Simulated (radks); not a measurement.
The numbers below are computed, except where a source is named.
Task: The silicon anion Si4-, [Ar], held by a Watson sphere: a shell of charge +4.22 at radius R that stands for the Madelung well of a crystal (potential energy -4.22/R inside, -4.22/r outside, in hartree with lengths in bohr). Level of theory: non-relativistic Kohn-Sham, r2SCAN, spin-polarised, spherical densities, point nucleus; meta-GGA in the generalised Kohn-Sham scheme (a radial shooting solver on a logarithmic mesh with Libxc functionals).

| R (bohr) | e(2p) (eV) | e(3s) (eV) | e(3p) (eV) | <r> 3p (bohr) | sum of <r^2> (bohr^2) | X-ray form factor at sin(theta)/lambda = 0.2 1/angstrom |
|---|---|---|---|---|---|---|
| 3.87 | -95.566 | -11.537 | -6.076 | 3.355 | 96.73 | 9.389 |
| 3.9 | -95.569 | -11.474 | -6.027 | 3.371 | 97.59 | 9.390 |
| 3.99 | -95.578 | -11.293 | -5.881 | 3.421 | 100.2 | 9.393 |
| 4.12 | -95.587 | -11.048 | -5.680 | 3.493 | 104.0 | 9.401 |
| 4.43 | -95.593 | -10.537 | -5.242 | 3.667 | 113.5 | 9.430 |

Estimate the row for R = 2.46 bohr.

Result: e(2p) (eV) -95.545; e(3s) (eV) -15.954; e(3p) (eV) -9.076; <r> 3p (bohr) 2.588; sum of <r^2> (bohr^2) 60.47; X-ray form factor at sin(theta)/lambda = 0.2 1/angstrom 9.855.
